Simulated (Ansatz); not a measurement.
Cost and result for the atomization energy of C2H8ClGaO, SMILES `[CH3][Ga-]([CH3])([OH2+])[Cl]` (13 atoms, 12 bonds).

```xyz
13

C    -0.141   -0.847    1.824
Ga   -0.302   -0.271   -0.041
C     0.917   -0.511   -1.565
O    -0.244    1.904    0.142
Cl   -2.428   -0.022   -0.681
H     0.867   -0.673    2.208
H    -0.854   -0.309    2.450
H    -0.357   -1.915    1.908
H     0.581    0.060   -2.432
H     1.939   -0.213   -1.315
H     0.946   -1.564   -1.857
H     0.256    2.307   -0.576
H    -1.181    2.051   -0.064
```

Charge 0, multiplicity 1. Correlated methods include outer-core shells of Ga, which these sets cover unevenly. Scalar relativity is left out up to krypton. The structure was optimised at the PBE0-D4/def2-TZVP level. It is one conformer, not always the lowest. Program: Ansatz. All runs use 4 threads of an Arm Neoverse V2 on a shared host. Times are those of one run each, without the atoms' runs, and a repeat can differ threefold. Electronic energies, without spin–orbit coupling; frozen cores. CCSD(T)/CBS adds CCSD(T) − MP2 in def2-TZVPP to the MP2 limit, and its time is that of the two runs behind it. T1 = 0.010. With those shells the extrapolation isn't a true limit.

CCSD(T)/CBS is a level of theory with its own doubt, some kJ/mol a heavy atom from the limit and from the frozen cores, so smaller differences don't rank the functionals.

```
                             level  functions  wall time  atomization (kcal/mol)  difference from CCSD(T)/CBS  per bond
              revPBE-D4/def2-TZVPP        295      2.8 s                  1062.9                        -20.7      -1.7
                BLYP-D4/def2-TZVPP        295      2.8 s                  1065.2                        -18.4      -1.5
               BHLYP-D4/def2-TZVPP        295        5 s                  1048.6                        -35.0      -2.9
           CAM-B3LYP-D4/def2-TZVPP        295      5.5 s                  1078.6                         -5.0      -0.4
r2SCAN-D4/def2-TZVPP (with forces)        295        7 s                  1081.9                         -1.7      -0.1
             r2SCANh-D4/def2-TZVPP        295        8 s                  1076.8                         -6.8      -0.6
                 B2PLYP/def2-TZVPP        295        8 s                  1064.8                        -18.8      -1.6
               PBE-QIDH/def2-TZVPP        295        8 s                  1074.3                         -9.3      -0.8
                ωB97X-V/def2-TZVPP        295       11 s                  1079.0                         -4.6      -0.4
                  CCSD(T)/def2-SVP        132       16 s                  1026.8                        -56.8      -4.7
                    MP2/def2-QZVPP        570       40 s                  1086.9                          3.3       0.3
                CCSD(T)/def2-TZVPP        295    8.6 min                  1061.0                        -22.6      -1.9
                 CCSD(T)/CBS(def2)          –    9.2 min                  1083.6                          0.0       0.0
```

At CCSD(T), def2-SVP lies −56.9 kcal/mol from the extrapolated value and def2-TZVPP −22.7 kcal/mol: correlation converges slowly with the basis, and small sets miss more of it in the bonded molecule than in its fragments. From PBE to PBE0 (25 % exact exchange), in def2-TZVPP and without D4, the atomization energy moves by −11.4 kcal/mol: exact exchange takes away binding that semilocal exchange gives to molecules. The D4 term adds +10.5 kcal/mol with B3LYP and +5.6 kcal/mol with PBE0; it sums over pairs of atoms, weighted by their polarisabilities, and B3LYP, whose exchange is more repulsive, gets the larger term.

B3LYP here is the variant with VWN-RPA as its local correlation; programs differ in this.
